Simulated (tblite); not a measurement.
Species: C7H13N.
Numbering: `[CH3:1]/[N:2]=[CH:3]\[CH2:4][CH:5]=[C:6]([CH3:7])[CH3:8]` (hydrogens: H9, H10, H11 on C1; H12 on C3; H13, H14 on C4; H15 on C5; H16, H17, H18 on C7; H19, H20, H21 on C8)

Computed geometry: GFN2-xTB, gas phase.

Task: Give the optimised bond lengths and angles.

Result: 
```csv
bond,length (Å),order
C1–N2,1.430,single
N2=C3,1.253,double
C3–C4,1.510,single
C4–C5,1.501,single
C5=C6,1.328,double
C6–C7,1.501,single
C6–C8,1.500,single
"C1–H9, C1–H10, C1–H11",1.093,single
C3–H12,1.087,single
"C4–H13, C4–H14",1.091,single
C5–H15,1.082,single
"C7–H16, C7–H17, C7–H18",1.089,single
"C8–H19, C8–H20, C8–H21",1.089,single
```

Bonds in one row agree within 0.01 Å and their mean is given. Orders are formal, as drawn. A selection of angles:
```csv
angle,degrees
C1–N2–C3,124.9
N2–C3–C4,131.2
C3–C4–C5,108.3
C4–C5–C6,126.8
C5–C6–C7,121.1
C5–C6–C8,124.7
C7–C6–C8,114.1
```

Dihedral angles: C1–N2–C3–C4 1° (synperiplanar); N2–C3–C4–C5 114° (anticlinal); C3–C4–C5–C6 88° (synclinal); C4–C5–C6–C7 -178° (antiperiplanar). The mirror-image conformer, all signs reversed, is as good.

N2 (imine nitrogen) is bent (angle 124.9°). The C–C distances run from 1.328 Å (C5=C6, drawn double) to 1.510 Å (C3–C4, drawn single), a spread of 0.182 Å. The 2 C–N bonds span 1.253 Å (N2=C3, drawn double) to 1.430 Å (C1–N2, drawn single), a spread of 0.177 Å. Of the pairs four or more bonds apart, H9···H13 is among the closest relative to their van der Waals radii: 2.05 Å, 85 % of the sum of Bondi's values.

Point group: C1 (no symmetry element, even within 0.4 Å). Its lowest GFN2-xTB frequency is 11 cm⁻¹, too small to tell a flat minimum from a shallow saddle. The numbers are those of one conformer.

On Intel Xeon at 2.70 GHz, one thread, shared host with 64 logical CPUs at a one-minute load of 29, this took 2.4 s wall. This is the geometry optimisation.
